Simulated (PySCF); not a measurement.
PySCF 2.14 output of an unrestricted PBE0 calculation on a single atom or ion in aug-cc-pCVQZ-DK, with the spin-free X2C one-electron Hamiltonian (Gaussian nucleus):

```
SCF conv_tol = 1e-09
number electrons alpha = 3  beta = 2
    C. Adamo and V. Barone.,  J. Chem. Phys. 110, 6158 (1999)
    M. Ernzerhof and G. E. Scuseria.,  J. Chem. Phys. 110, 5029 (1999)
cycle= 1 E= -37.3993483745961  delta_E= -0.00348  |g|= 0.0113  |ddm|= 0.236
cycle= 2 E= -37.3994111878454  delta_E= -6.28e-05  |g|= 0.00185  |ddm|= 0.0185
cycle= 3 E= -37.3994133694043  delta_E= -2.18e-06  |g|= 0.000146  |ddm|= 0.00381
cycle= 4 E= -37.3994133800728  delta_E= -1.07e-08  |g|= 2.23e-05  |ddm|= 0.000438
cycle= 5 E= -37.3994133802147  delta_E= -1.42e-10  |g|= 7.8e-07  |ddm|= 4.76e-05
converged SCF energy = -37.3994133802147  <S^2> = 0.75274927  2S+1 = 2.0027474
```

The run itself started from symmetry-adapted Hartree-Fock orbitals and held the occupation by maximum overlap, on a logarithmic radial grid, so the iterations belong to that start.

**Question.** Which element, charge and spin multiplicity is this?

**Answer.** C⁺ (carbon, charge +1), multiplicity 2; the state was [He] 2s2 2p1, 2P determinant.
